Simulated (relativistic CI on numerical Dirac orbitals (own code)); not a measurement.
## L2,3 absorption of manganese in several valence states

Computed multiplet spectra 2p⁶3dⁿ → 2p⁵3dⁿ⁺¹ (Dirac-Coulomb-Breit ions, Slater integrals scaled by 0.7, an assumed crystal field that grows with the charge, no charge transfer; 300 K; Lorentzian 0.4 eV and Gaussian 0.3 eV FWHM at both edges, so that L2 comes out sharper than in experiment). Peaks over 5 % are given in eV from the highest peak in the L3 region of each spectrum (height, largest 100). S of the lowest state is read from ⟨S²⟩, and the branching ratio is the share of L3, cut at the minimum between the edges.

Field parameters in Wybourne normalisation: Td as Oh with Dq negative (B⁴₀ = 21Dq, B⁴₄ = √(5/14) B⁴₀). The field is a parameter set, without covalency.

- Mn²⁺ (d5, Td, 10Dq = -5300 cm⁻¹): S = 2.50, high spin, branching ratio 0.75; peaks -1.4 (11), 0.0 (100), 1.0 (39), 3.2 (11), 9.8 (11), 10.4 (17), 11.8 (26)
- Mn³⁺ (d4, Td, 10Dq = -6800 cm⁻¹): S = 2.00, high spin, branching ratio 0.69; peaks -3.8 (6), -2.9 (9), 0.0 (100), 0.6 (92), 6.8 (23), 7.9 (22), 9.2 (18), 10.9 (38)
- Mn⁴⁺ (d3, Td, 10Dq = -8400 cm⁻¹): S = 1.50, branching ratio 0.64; peaks -2.5 (19), -0.3 (99), 0.0 (100), 2.7 (27), 7.0 (29), 7.9 (23), 8.8 (32), 10.2 (39), 11.1 (41)
- Mn⁵⁺ (d2, Td, 10Dq = -9900 cm⁻¹): S = 1.00, branching ratio 0.54; peaks -2.1 (12), 0.0 (100), 1.9 (16), 2.7 (26), 7.1 (12), 8.0 (28), 8.6 (37), 10.8 (60)

The centroid of the whole edge, which also moves with the branching ratio, lies at 645.1 (Mn²⁺), 648.0 (Mn³⁺), 652.0 (Mn⁴⁺), 657.3 (Mn⁵⁺) eV in this ionic model, in steps of 2.9 to 5.3 eV. Compounds show about 1 to 2 eV a unit and lower energies for the high valences, since ligands screen the charge. The multiplet shape follows the d count and the spin state, and so serves as a fingerprint of valence.
